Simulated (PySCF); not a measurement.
Ta(O)(Cl)3 cation (Cl₃OTa), SMILES [O]=[Ta]([Cl])([Cl])[Cl] (connectivity only; charge and spin as stated), charge +1, multiplicity 2.

Geometry: B3LYP-D3(BJ)/def2-SVP. The spin state was assumed, not searched. The isomer is the one that the SMILES or the coordinates give; other isomers of the formula were not compared. The def2 effective core potentials stand for the cores of Ta; spin–orbit coupling is left out.

These are PySCF with r2SCAN/def2-TZVP values and carry that method's errors.

Gas-phase values at a fixed geometry.

- total energy: -1512.71155 hartree
- point group: Cs
- α spin, highest occupied and lowest empty level: -14.31 and -9.28 eV
- β spin, highest occupied and lowest empty level: -14.14 and -13.22 eV
- dipole moment about the centre of nuclear charge: 0.263 e·Å
- mean static polarisability: 96.4 bohr³ (14.28 Å³)
- polarisability, principal values: 69.0, 97.5, 122.6 bohr³
- ⟨S²⟩: 0.766 (pure state 0.75)
